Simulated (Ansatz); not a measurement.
Job for Ansatz (a program for electronic structure): R-PBE0/def2-TZVPP on SrS, 2S+1 = 1, a spin state set in the input, which need not be the lowest. Elements past Kr take the def2 small-core potentials; no spin–orbit coupling.

Ansatz 0.2 input:
```yaml
crystal:
  periodic: [false, false, false]
  atoms:
    - {symbol: S, position_ang: [0.00000000, 0.00000000, 0.00000000]}
    - {symbol: Sr, position_ang: [0.00000000, 0.00000000, 2.85000000]}
basis:
  gaussian:
    orbitals: def2-TZVPP
hamiltonian:
  xc: {name: PBE0}
relax: {f_tol: 0.002, max_steps: 120}
```

The log:

```
WARN ansatz: RAYON_NUM_THREADS=1 ignored (pool sized by the plan → 1); use --threads N
Functional definition: PBE0
integrals: 0.02 GiB planned
559 factors; their error is unknown
mean field: 0.19 GiB planned
mean field evaluation 1: about -11659.9371 eV, gradient 3.9e1 eV
mean field evaluation 2: about -11524.2830 eV, gradient 1.1e2 eV
mean field evaluation 4: about -11666.8442 eV, gradient 6.4e0 eV
mean field evaluation 8: about -11666.9755 eV, gradient 1.9e-1 eV
mean field evaluation 16: about -11667.0038 eV, gradient 1.7e-5 eV
mean field -11667.00375549 eV, -428.7544798350 hartree, gradient 1.7e-5 eV, S^2 0.000000; 1 other end points of the search recorded, 0 dependent functions left out
the calculation of the forces begins
reference -11667.00378556 eV, -428.7544809401 hartree; 13, 13 occupied and 69, 69 virtual orbitals, 559 factors
relax step   1: F+E_penalty+E_count = -11667.00375549 eV  Δ(F+E_penalty+E_count) = +0.000e0 eV  max|allowed force component| = 2.828e0 eV/Å  Δτ_max = 0.0000 Å  (43 SCF iters, accepted)
these checks for a lower state are left out or cut short: starts, cluster_reference, orbital_swaps, neighbouring_geometries, increment
integrals: 0.02 GiB planned
559 factors; their error is unknown
mean field: 0.19 GiB planned
mean field evaluation 32: about -11667.7917 eV, gradient 6.8e-6 eV
mean field -11667.79172030 eV, -428.7834370077 hartree, gradient 6.8e-6 eV, S^2 0.000000; 0 other end points of the search recorded, 0 dependent functions left out
the calculation of the forces begins
reference -11667.79175176 eV, -428.7834381638 hartree; 13, 13 occupied and 69, 69 virtual orbitals, 559 factors
relax step   2: F+E_penalty+E_count = -11667.79172030 eV  Δ(F+E_penalty+E_count) = -7.880e-1 eV  max|allowed force component| = 3.931e-1 eV/Å  Δτ_max = 0.1996 Å  (36 SCF iters, accepted)
these checks for a lower state are left out or cut short: starts, cluster_reference, orbital_swaps, neighbouring_geometries, increment
integrals: 0.02 GiB planned
559 factors; their error is unknown
mean field: 0.19 GiB planned
mean field -11667.78963802 eV, -428.7833604854 hartree, gradient 1.2e-5 eV, S^2 0.000000; 0 other end points of the search recorded, 0 dependent functions left out
the calculation of the forces begins
reference -11667.78966973 eV, -428.7833616506 hartree; 13, 13 occupied and 69, 69 virtual orbitals, 559 factors
relax step   3: F+E_penalty+E_count = -11667.78963802 eV  Δ(F+E_penalty+E_count) = +2.082e-3 eV  max|allowed force component| = 4.934e-1 eV/Å  Δτ_max = 0.0310 Å  (33 SCF iters, rejected (line search))
these checks for a lower state are left out or cut short: starts, cluster_reference, orbital_swaps, neighbouring_geometries, increment
integrals: 0.02 GiB planned
559 factors; their error is unknown
mean field: 0.19 GiB planned
mean field -11667.79755168 eV, -428.7836513069 hartree, gradient 6.7e-5 eV, S^2 0.000000; 0 other end points of the search recorded, 0 dependent functions left out
the calculation of the forces begins
reference -11667.79758326 eV, -428.7836524676 hartree; 13, 13 occupied and 69, 69 virtual orbitals, 559 factors
relax step   4: F+E_penalty+E_count = -11667.79755168 eV  Δ(F+E_penalty+E_count) = -5.831e-3 eV  max|allowed force component| = 1.838e-2 eV/Å  Δτ_max = 0.0152 Å  (29 SCF iters, accepted)
these checks for a lower state are left out or cut short: starts, cluster_reference, orbital_swaps, neighbouring_geometries, increment
integrals: 0.02 GiB planned
559 factors; their error is unknown
mean field: 0.19 GiB planned
mean field -11667.79756353 eV, -428.7836517425 hartree, gradient 4.0e-5 eV, S^2 0.000000; 0 other end points of the search recorded, 0 dependent functions left out
the calculation of the forces begins
reference -11667.79759511 eV, -428.7836529030 hartree; 13, 13 occupied and 69, 69 virtual orbitals, 559 factors
relax step   5: F+E_penalty+E_count = -11667.79756353 eV  Δ(F+E_penalty+E_count) = -1.185e-5 eV  max|allowed force component| = 1.773e-5 eV/Å  Δτ_max = 0.0006 Å  (22 SCF iters, accepted)
integrals: 0.02 GiB planned
559 factors; their error is unknown
mean field: 0.19 GiB planned
mean field evaluation 64: about -11667.7976 eV, gradient 6.3e-2 eV
mean field -11667.79756353 eV, -428.7836517425 hartree, gradient 4.0e-5 eV, S^2 0.000000; 1 other end points of the search recorded, 0 dependent functions left out
the calculation of the forces begins
reference -11667.79759511 eV, -428.7836529030 hartree; 13, 13 occupied and 69, 69 virtual orbitals, 559 factors
Total energy: -11667.79759511 eV, -428.7836529030 hartree
Atom 0 at     0.000000     0.000000     0.214192 Å, force     0.000000    -0.000000     0.000018 eV/Å
Atom 1 at    -0.000000    -0.000000     2.635808 Å, force    -0.000000     0.000000    -0.000018 eV/Å
Dipole moment:    -0.000000    -0.000000     2.234409 e Å
```

Self-consistency was reached.

Cost: roughly 8 core-seconds.
